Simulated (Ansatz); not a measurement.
Reaction (ligand exchange at the Si–O bond): `C=C[Si](N)(N)O` + HBr → `C=C[Si](N)(N)Br` + H₂O

Calculated with Ansatz (gas phase, PBE0-D4/def2-TZVP geometries, no zero-point term in ΔE). CCSD(T)/CBS is the MP2 limit (def2-TZVPP, def2-QZVPP) plus CCSD(T) − MP2 in def2-TZVPP, frozen cores. This one scheme is used for every species. DFT in def2-TZVPP. B3LYP here is the variant with VWN-RPA as its local correlation; programs differ in this. For Br outer-core shells are correlated without core-valence functions, which leaves a few kJ/mol of doubt a bond. Scalar relativity is left out up to krypton. Each species was taken in one conformer, which may not be the lowest.

```tsv
level	ΔE (kcal/mol)
B3LYP-D4	0.8
r2SCAN	0.7
HF/def2-TZVPP	3.0
MP2/def2-TZVPP	-0.5
CCSD/def2-TZVPP	1.9
HF/CBS(def2)	3.2
MP2/CBS(def2)	-2.7
CCSD/CBS(def2)	-0.3
```

(1) What does CCSD(T)/CBS give? (Best estimate.)

Largest T1 diagnostic among the species: 0.011.

Answers

(1) Ansatz gave: -0.8 kcal/mol. The listed levels differ from it by 1.6, 1.5, 3.8, 0.3, 2.7, 4.0, -1.9, 0.5 kcal/mol.

In def2-TZVPP, CCSD(T) changes the Hartree–Fock value by −1.6 kcal/mol (the triples alone add −0.5 kcal/mol) and MP2 by −3.5 kcal/mol. The D4 term adds −1.5 kcal/mol with B3LYP and −0.8 kcal/mol with PBE0; it sums over pairs of atoms, weighted by their polarisabilities, and B3LYP, whose exchange is more repulsive, gets the larger term.
